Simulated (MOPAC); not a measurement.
A run for MOPAC: PM7 on BF2HO (SMILES OB(F)F), a point of a bond scan (R = 1.799 Å).

```
PM7 1SCF PRECISE CHARGE=0 THREADS=1
BF2HO

B     -0.01132654 1    -0.00676178 1     0.01792770 1
F      1.74054377 1    -0.28675664 1    -0.27855286 1
F     -0.53872025 1    -0.47351002 1     1.13641053 1
O     -0.79276045 1     0.65749755 1    -0.85724911 1
H     -0.32999807 1     0.96290708 1    -1.64415257 1
```

Program output:

```
*******************************************************************************
 **                                                                           **
 **                              MOPAC v23.2.5                                **
 **                                                                           **
 *******************************************************************************
 ** MOPAC's Digital Object Identifier: https://doi.org/10.5281/zenodo.6511958 **
 **                                                                           **
 ** Please cite the open-source release paper for use of this MOPAC version:  **
 ** J. E. Moussa and J. J. P. Stewart (2026)                                  **
 ** MOPAC: An open-source semiempirical molecular orbital program             **
 ** J. Open Source Softw., 11(119), 8025, https://doi.org/10.21105/joss.08025 **
 *******************************************************************************

                              PM7 CALCULATION RESULTS

 *******************************************************************************
 *  PM7        - The PM7 Hamiltonian to be used
 *
 *
 *
 *                 CHARGE ON SYSTEM = 0
 *
 *
 *
 *  PRECISE    - TIGHTER CRITERIA TO BE USED
 *  1SCF       - DO 1 SCF AND THEN STOP
 *  THREADS=1  - MULTI-THREADING NOT USED
 *  T=         - A TIME OF 172800.0 SECONDS REQUESTED
 *  DUMP=N     - RESTART FILE WRITTEN EVERY 7200.0 SECONDS REQUESTED
 *******************************************************************************
PM7 1SCF PRECISE CHARGE=0 THREADS=1
 BF2HO

   ATOM   CHEMICAL          X               Y               Z
  NUMBER   SYMBOL      (ANGSTROMS)     (ANGSTROMS)     (ANGSTROMS)

     1       B         -0.01132654  *  -0.00676178  *   0.01792770  *
     2       F          1.74054377  *  -0.28675664  *  -0.27855286  *
     3       F         -0.53872025  *  -0.47351002  *   1.13641053  *
     4       O         -0.79276045  *   0.65749755  *  -0.85724911  *
     5       H         -0.32999807  *   0.96290708  *  -1.64415257  *



          CARTESIAN COORDINATES

    NO.       ATOM           X           Y           Z

     1         B         -0.0113     -0.0068      0.0179
     2         F          1.7405     -0.2868     -0.2786
     3         F         -0.5387     -0.4735      1.1364
     4         O         -0.7928      0.6575     -0.8572
     5         H         -0.3300      0.9629     -1.6442

 General Reference for PM7:
 "Optimization of Parameters for Semiempirical Methods VI: More Modifications to the
 NDDO Approximations and Re-optimization of Parameters", J. J. P. Stewart, J. Mol. Mod., 1:32, 19 (2013)
 https://link.springer.com/article/10.1007/s00894-012-1667-x

           Empirical Formula: H O B F2  =     5 atoms



      MOLECULAR POINT GROUP   :   Cs


      RHF CALCULATION, NO. OF DOUBLY OCCUPIED LEVELS = 12


 -------------------------------------------------------------------------------
 PM7 1SCF PRECISE CHARGE=0 THREADS=1
 BF2HO



     1SCF WAS SPECIFIED, SO BFGS WAS NOT USED
     SCF FIELD WAS ACHIEVED


                              PM7 CALCULATION
                                                       MOPAC v23.2.5 Linux




          FINAL HEAT OF FORMATION =       -204.85244 KCAL/MOL =    -857.10262 KJ/MOL


          COSMO AREA              =         86.23 SQUARE ANGSTROMS
          COSMO VOLUME            =         67.09 CUBIC ANGSTROMS

          IONIZATION POTENTIAL    =         12.437956 EV
          HOMO LUMO ENERGIES (EV) =        -12.438 -0.918
          NO. OF FILLED LEVELS    =         12
          MOLECULAR WEIGHT        =         65.8141         POINT GROUP:  Cs

          MOLECULAR DIMENSIONS (Angstroms)

            Atom       Atom       Distance
            H     5    F     3     3.13662
            O     4    F     2     2.65342
            F     3    O     4     0.00000


          SCF CALCULATIONS        =          1





   ATOM   CHEMICAL          X               Y               Z
  NUMBER   SYMBOL      (ANGSTROMS)     (ANGSTROMS)     (ANGSTROMS)

     1       B         -0.01132654  *  -0.00676178  *   0.01792770  *
     2       F          1.74054377  *  -0.28675664  *  -0.27855286  *
     3       F         -0.53872025  *  -0.47351002  *   1.13641053  *
     4       O         -0.79276045  *   0.65749755  *  -0.85724911  *
     5       H         -0.32999807  *   0.96290708  *  -1.64415257  *

                             CARTESIAN COORDINATES

   1    B       -0.011326540    -0.006761780     0.017927700
   2    F        1.740543770    -0.286756640    -0.278552860
   3    F       -0.538720250    -0.473510020     1.136410530
   4    O       -0.792760450     0.657497550    -0.857249110
   5    H       -0.329998070     0.962907080    -1.644152570


           Empirical Formula: H O B F2  =     5 atoms



      MOLECULAR POINT GROUP   :   Cs


                  EIGENVALUES
 -40.93755 -36.85281 -30.98084 -19.53362 -16.69014 -16.34410 -15.85807 -15.45737
 -13.97806 -13.69063 -13.56127 -12.43796  -0.91815   0.34285   1.73833   2.20630
   4.76172


              NET ATOMIC CHARGES AND DIPOLE CONTRIBUTIONS

  ATOM NO.   TYPE          CHARGE      No. of ELECS.   s-Pop       p-Pop
    1          B           0.811937        2.1881     0.66871     1.51935
    2          F          -0.462979        7.4630     1.98941     5.47357
    3          F          -0.226483        7.2265     1.94571     5.28077
    4          O          -0.482395        6.4824     1.76364     4.71875
    5          H           0.359919        0.6401     0.64008
 DIPOLE           X         Y         Z       TOTAL
 POINT-CHG.    -2.062     1.268    -1.403     2.798
 HYBRID         0.307     0.021    -0.184     0.359
 SUM           -1.755     1.289    -1.587     2.694


          ATOMIC ORBITAL ELECTRON POPULATIONS

     Atom    s        px        py        pz
    1  B   0.66871   0.56389   0.40451   0.55095
    2  F   1.98941   1.52178   1.97452   1.97727
    3  F   1.94571   1.85758   1.84808   1.57511
    4  O   1.76364   1.58377   1.68655   1.44843
    5  H   0.64008

 **********************
 *                    *
 * JOB ENDED NORMALLY *
 *                    *
 **********************




 == MOPAC DONE ==
```

The run finished.

Cost: about 0.020 core-seconds (a rough figure).
